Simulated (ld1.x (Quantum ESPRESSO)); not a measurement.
## An all-electron radial function and its pseudo partner (cadmium (Cd))

Columns: radius, all-electron u(r) and pseudo u(r) of the 4p shell (level -65.17 eV) of cadmium in the configuration [Ar] 3d10 4s2 4p6 4d10 5s2 5p0; LDA (PZ), non-relativistic, TM semilocal scheme, ld1.x (Quantum ESPRESSO) 7.5.

```
r (bohr)  all-electron  pseudo
   0.053        0.3858  0.0071
   0.105        0.2750  0.0280
   0.158       -0.1609  0.0636
   0.210       -0.5059  0.1126
   0.262       -0.6356  0.1759
   0.315       -0.5652  0.2550
   0.368       -0.3595  0.3484
   0.420       -0.0930  0.4526
   0.473        0.1927  0.5690
   0.525        0.4540  0.6888
   0.578        0.6822  0.8105
   0.630        0.8609  0.9220
   0.683        0.9961  1.0194
   0.735        1.0859  1.0926
   0.788        1.1390  1.1401
   0.840        1.1597  1.1598
   0.893        1.1551  1.1551
   0.945        1.1312  1.1312
   0.998        1.0921  1.0921
   1.050        1.0436  1.0436
   1.102        0.9883  0.9883
   1.155        0.9280  0.9280
   1.208        0.8659  0.8659
   1.260        0.8047  0.8047
   1.313        0.7435  0.7435
   1.365        0.6853  0.6853
```

(1) How many radial nodes do the two functions have?

(2) At about which radius was the pseudo-wave matched?

(3) Is the pseudo-wave norm-conserving?

Answers

(1) The all-electron 4p function has n − l − 1 = 2; the pseudo-wave has 0, since the states of the same l below it are removed with the core.

(2) 0.90 bohr. The columns agree to 0.0005 from 0.84 bohr on; several derivatives are matched, so the curves merge somewhat inside the radius.

(3) Yes: the TM semilocal scheme keeps the norm inside the radius equal to the all-electron one, which fixes the energy derivative of the logarithmic derivative at the level.
